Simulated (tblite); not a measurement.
Compound: C₇H₁₀O₂.
Atom-mapped SMILES: `[CH3:1][C@H:2]1[CH2:3][C@:4]2([CH2:5][O:6][C:7]2=[O:8])[CH2:9]1` (hydrogens: H10, H11, H12 on C1; H13 on C2; H14, H15 on C3; H16, H17 on C5; H18, H19 on C9)

Method: GFN2-xTB as coded in tblite; computed harmonic values from a numerical Hessian at the method's own geometry, unscaled. Errors from tens to a few hundred cm⁻¹ against measured bands are possible.

Harmonic wavenumbers (cm⁻¹): 43.4, 118.7, 157.3, 238.2, 241.9, 291.5, 369.3, 378.7, 505.2, 557.3, 686.0, 765.1, 826.9, 845.4, 865.0, 916.9, 941.9, 957.7, 965.1, 1028.4, 1050.2, 1074.5, 1100.3, 1100.4, 1125.4, 1164.5, 1188.5, 1209.3, 1217.9, 1236.1, 1248.4, 1251.9, 1312.1, 1328.2, 1413.4, 1448.9, 1453.4, 1460.8, 1496.4, 1499.0, 1881.6, 2966.3, 2976.8, 2985.0, 3007.9, 3011.2, 3018.1, 3018.9, 3034.1, 3038.3, 3044.9.

A = 2989, B = 1354, C = 1108 MHz; mass 126.068 u (most abundant isotopes); point group Cs, symmetry number 1.

Question: What is the zero-point energy?

Answer: ½Σν̃ = 34531 cm⁻¹ = 98.73 kcal/mol.

Question: Give the ideal-gas entropy at 298.15 K and 1 bar in the rigid-rotor, harmonic-oscillator model (classical rotation).

Answer: Translation 40.43, rotation 28.66, vibration 21.54: S = 90.6 cal/(mol K).

Question: And Cp and H(298.15 K) − H(0)?

Answer: Cp = 33.46 cal/(mol K), of which vibrations give 25.51 (their classical limit is 51 R = 101.3); H(298.15 K) − H(0) = 5.89 kcal/mol without the zero-point energy, 3.52 from vibrations.

Question: What must be added to the electronic energy to get the Gibbs energy at 298.15 K and 1 bar?

Answer: ZPE + [H(298.15 K) − H(0)] − T·S = 98.73 + 5.89 − 27.02 = 77.60 kcal/mol.

Question: Blend soft modes into free rotors: weight 1/[1 + (100 cm⁻¹/ν̃)⁴] for the oscillator and the rest for a rotor with moment μB/(μ + B), μ = h/(8π²ν), B = 10⁻⁴⁴ kg m². What vibrational entropy results?

Answer: 20.03 cal/(mol K) in place of 21.54, which changes −T·S at 298.15 K by +0.45 kcal/mol.

Question: Which modes carry the vibrational entropy at 298.15 K?

Answer: 43.4 cm⁻¹: 5.10; 118.7 cm⁻¹: 3.12; 157.3 cm⁻¹: 2.58; 238.2 cm⁻¹: 1.82; 241.9 cm⁻¹: 1.79; 291.5 cm⁻¹: 1.47 cal/(mol K); the other 45 give 5.67 together.

Hindered rotation and anharmonicity are outside this model.

Hardware: Arm Neoverse V1, one thread, shared host with 32 logical CPUs at a one-minute load of 17. Cost: 0.63 s. The figure is for the frequency step alone.
